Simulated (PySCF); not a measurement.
Molecule: SMILES [Cl][Al-]1([Cl])[Cl+][Al-]([Cl])([Cl])[Cl+]1, Al$_{2}$Cl$_{6}$.

Molfile (atoms numbered from 1):
```
Al2Cl6
     RDKit          3D

  8  8  0  0  0  0  0  0  0  0999 V2000
   -1.7486   -2.6440    0.0773 Cl  0  0  0  0  0  0  0  0  0  0  0  0
   -1.4954   -0.5773    0.0474 Al  0  0  0  0  0  4  0  0  0  0  0  0
   -3.0745    0.7781    0.0831 Cl  0  0  0  0  0  0  0  0  0  0  0  0
   -0.0513   -0.0103   -1.6185 Cl  0  0  0  0  0  0  0  0  0  0  0  0
    1.4777    0.5896   -0.0389 Al  0  0  0  0  0  4  0  0  0  0  0  0
    1.7435    2.6547   -0.0712 Cl  0  0  0  0  0  0  0  0  0  0  0  0
    3.0485   -0.7751   -0.0718 Cl  0  0  0  0  0  0  0  0  0  0  0  0
    0.0306    0.0303    1.6270 Cl  0  0  0  0  0  0  0  0  0  0  0  0
  1  2  1  0
  2  3  1  0
  2  4  1  0
  4  5  1  0
  5  6  1  0
  5  7  1  0
  5  8  1  0
  8  2  1  0
M  CHG  4   2  -1   4   1   5  -1   8   1
M  END
```

Geometry PBE0-D3(BJ)/def2-SVP throughout; GIAO in PySCF, gas phase, one conformer, non-relativistic; equivalent atoms averaged; basis pcSseg-1.

For orientation, KT3 gives these shifts δ (against HCl, AlH4- at the same level): Cl4/Cl8 126.8, Cl1/Cl3/Cl6/Cl7 27.0, Al2/Al5 29.8 ppm.

A run gave: Cl4/Cl8 128.4, Cl1/Cl3/Cl6/Cl7 26.5, Al2/Al5 30.6 ppm (shifts δ (against HCl, AlH4- at the same level)).

Which functional was used in that run?
A. BP86
B. PBE
C. PBE0
D. BHandHLYP

Answers

C. Cl4/Cl8 tells them apart best: PBE0 gives 128.4, BHandHLYP gives 99.3, PBE gives 156.3, BP86 gives 153.6 ppm.
